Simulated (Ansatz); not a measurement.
# Ligand exchange: GeH(CH3)Cl2 + C2H3ClF2 → GeHCl3 + C3H6F2

Species: GeH(CH3)Cl2, singlet; C2H3ClF2 `FCC(F)Cl`, singlet; GeHCl3 `[Cl][GeH]([Cl])[Cl]`, singlet; C3H6F2 `CC(F)CF`, singlet. The partners trade CH3 for Cl: Ge–CH3 and C–Cl bonds give way to Ge–Cl and C–CH3.

Shapes, held fixed at every level: PBE0-D4/def2-TZVP. Flexible molecules stand in one conformer, not always the lowest. Programs: Ansatz 0.2.0. The zero-point and thermal change to 298 K, harmonic and unscaled (PBE0-D4/def2-TZVP), is +3.9 kJ/mol.

(1) Estimate ΔH(298 K) of this reaction.

Answers

(1) The highest level, CCSD(T)/def2-TZVPP, gives ΔH(298 K) = -88.0 kJ/mol; the levels span -102.9 to -88.0. The column of differences is taken from that level and isn't an error. No measured value is set beside it here. Relativity is left out for Ge. Outer-core shells of Ge are correlated, in sets that cover them unevenly.

```csv
level,kind,ΔH(298 K) (kJ/mol),less CCSD(T)/def2-TZVPP
HF/def2-TZVPP,Hartree–Fock,-102.9,-14.9
r2SCAN-D4/def2-TZVPP,meta-GGA,-88.6,-0.6
B3LYP-D4/def2-TZVPP,global hybrid,-90.2,-2.2
PBE0-D4/def2-TZVPP,global hybrid,-88.7,-0.7
MP2/def2-SVP,perturbation theory,-99.8,-11.8
MP2/def2-TZVPP,perturbation theory,-88.4,-0.4
CCSD/def2-SVP,coupled cluster or CI,-102.0,-14.0
CCSD(T)/def2-TZVPP,coupled cluster or CI,-88.0,0.0
```
